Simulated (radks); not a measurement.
Values are calculated unless marked as measured or tabulated.
Isoelectronic series with 19 electrons, each ion in its NIST ground configuration. Code: a radial shooting solver on a logarithmic mesh with Libxc functionals. Model: non-relativistic Kohn-Sham, LDA (Slater exchange, Perdew-Wang correlation), spin-unpolarised, spherical densities, point nucleus. Total energies (hartree) and orbital eigenvalues (eV) (* marks an orbital that is empty in some or all of the ions):

| ion | configuration | E (hartree) | 4s* | 3p | 3s | 2p |
|---|---|---|---|---|---|---|
| K | [Ar] 4s1 | -598.19387 | -2.4183 | -18.8732 | -34.8761 | -279.8314 |
| Cr5+ | [Ar] 3d1 | -1035.68069 | -52.9319 | -124.9229 | -152.9914 | -647.5118 |
| Cu10+ | [Ar] 3d1 | -1598.97623 | -151.7637 | -315.6768 | -356.4757 | -1195.841 |
| Se15+ | [Ar] 3d1 | -2287.48407 | -294.3409 | -583.5261 | -637.1487 | -1916.390 |
| Ru25+ | [Ar] 3d1 | -4039.75775 | -708.4133 | -1347.645 | -1427.003 | -3870.155 |
| In30+ | [Ar] 3d1 | -5103.45640 | -979.5451 | -1843.470 | -1935.714 | -5102.726 |
| Xe35+ | [Ar] 3d1 | -6292.17687 | -1293.308 | -2415.018 | -2520.155 | -6505.576 |
| Pr40+ | [Ar] 3d1 | -7605.9121 | -1649.666 | -3062.246 | -3180.279 | -8078.641 |
